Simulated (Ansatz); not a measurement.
Computed with Ansatz on PBE0-D4/def2-TZVP structures; ΔE is electronic, products minus reactants. CCSD(T)/CBS adds triple-zeta CCSD(T) − MP2 to the extrapolated MP2 energy (def2 sets, frozen cores). DFT in def2-TZVPP. B3LYP here is the variant with VWN-RPA as its local correlation; programs differ in this. def2 core potentials past Kr. For Br, Sn outer-core shells are correlated without core-valence functions, which leaves a few kJ/mol of doubt a bond. Scalar relativity is left out up to krypton.

Reaction (redistribution): `[F][SnH2][Br]` + `F[SiH]1C=C1` → `[Br][SnH3]` + `F[Si]1(F)C=C1`

`[F][SnH2][Br]`:

Z-matrix (Å, degrees):
```
Sn
F 1 1.914
Br 1 2.458 2 105.2
H 1 1.695 2 105.8 3 115.9
H 1 1.695 2 105.8 3 -115.9
```

`F[SiH]1C=C1`:

```xyz
7

F     1.936   -0.930   -0.569
Si    0.587   -0.642    0.233
C    -0.191    0.959    0.240
C    -0.844    0.078   -0.543
H     0.569   -1.612    1.341
H    -0.338    2.006    0.476
H    -1.719    0.142   -1.178
```

`[Br][SnH3]`:

Z-matrix (Å, degrees):
```
Sn
Br 1 2.483
H 1 1.700 2 106.4
H 1 1.700 2 106.4 3 -120.0
H 1 1.700 2 106.4 3 120.0
```

`F[Si]1(F)C=C1`:

Cartesian coordinates in Å:
```
F -1.983 -0.519 -0.882
Si -0.424 -0.346 -0.686
F 0.194 -0.941 -2.014
C 0.328 0.908 0.292
C 0.391 -0.321 0.873
H 0.681 1.884 0.607
H 0.812 -0.665 1.811
```

CCSD(T)/CBS gives -77.1 kJ/mol.

Task: Another level gave -84.0 kJ/mol. Which?
A. PBE-D4/def2-TZVPP
B. r2SCAN0/def2-TZVPP
C. PBE0-D4/def2-TZVPP
D. B3LYP/def2-TZVPP

Result: B. r2SCAN0 -84.0, PBE-D4 -67.4, B3LYP -73.4, PBE0-D4 -77.5 kJ/mol.

Largest T1 diagnostic among the species: 0.012.

At CCSD(T), def2-SVP lies +6.9 kJ/mol from the extrapolated value and def2-TZVPP −8.4 kJ/mol. From r2SCAN to r2SCAN0 (25 % exact exchange), in def2-TZVPP and without D4, ΔE moves by −7.7 kJ/mol.
